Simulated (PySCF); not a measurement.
Compound: C₄H₁₃AlP₂.
Structure used (PBE0-D3(BJ)/def2-SVP), in Å, numbered top down from 1:
```
atom  x, y, z in Å
C1     2.5750   -0.1924    0.2596
C2     1.8347   -1.0798    0.9253
C3     0.3430   -1.0712    1.0770
P4    -0.5887   -0.0314   -0.1280
C5    -2.3262   -0.4844    0.2291
Al6   -0.3835    2.4312   -0.1403
P7    -0.2332   -1.0823   -2.0443
H8     3.6632   -0.2880    0.2301
H9     2.1429    0.6719   -0.2576
H10    2.3380   -1.9065    1.4410
H11    0.0638   -0.6982    2.0802
H12   -0.0546   -2.0979    1.0071
H13   -2.4900   -1.5703    0.1660
H14   -2.5754   -0.1309    1.2410
H15   -2.9815    0.0359   -0.4837
H16    1.0748    2.6643   -0.7699
H17   -1.6508    2.6644   -1.1070
H18   -0.5943    2.7031    1.4311
H19    0.9173   -0.3114   -2.3848
H20   -1.1253   -0.2105   -2.7425
```

Computed with PBE0-D3(BJ)/def2-SVP geometry optimisation, gas phase in PySCF.

(1) Which atoms are bound to Al6, and at what distances?

(2) List the angles at Al6.

(3) Describe the arrangement about Al6 in numbers.

(4) What are the other bond lengths?

(5) Give some angles away from the centre.

(6) What are the rotational constants (commonest isotopes, rigid rotor)?

## Answers

(1) 4 atoms: H16 1.605 Å, H18 1.609 Å, H17 1.611 Å, P4 2.471 Å. The nearest atom not counted as bound is H9, at 3.08 Å.

(2) 
```tsv
angle	degrees	distance of the outer atoms (Å)
H16–Al6–H18	118.5	2.76
H17–Al6–H18	117.3	2.75
H16–Al6–H17	117.3	2.75
P4–Al6–H16	102.8	3.23
P4–Al6–H18	98.8	3.15
P4–Al6–H17	94.7	3.06
```

(3) Angles from 94.7° to 118.5°; τ4 = (360° − α − β)/141° = 0.88 with α and β the two widest (0 for a square, 1 for a tetrahedron).

(4) C1=C2 1.334 Å; C2–C3 1.499 Å; C3–P4 1.844 Å; P4–C5 1.831 Å; P4–P7 2.214 Å; C1–H8 1.093 Å; C1–H9 1.096 Å; C2–H10 1.097 Å; C3–H11 1.106 Å; C3–H12 1.103 Å; C5–H13, C5–H14, C5–H15 1.100 Å; P7–H19, P7–H20 1.428 Å.

(5) C1–C2–C3 126.8°, C2–C3–P4 116.1°, C3–P4–C5 102.3°, C3–P4–Al6 121.5°, C3–P4–P7 102.5°, C5–P4–Al6 109.0°, C5–P4–P7 101.8°, Al6–P4–P7 117.1°.

(6) A = 1308, B = 1154, C = 923.2 MHz: an asymmetric top.

Point group: C1 (no symmetry element, even within 0.4 Å). Charge 0, singlet. Stationary, but not proved a minimum.

Hardware: one thread, Arm Neoverse N1 (aarch64), on a shared host. Cost: 8.5 min wall, 0.73 GiB resident at most. These figures are those of the optimisation.

One conformer stands for the species.
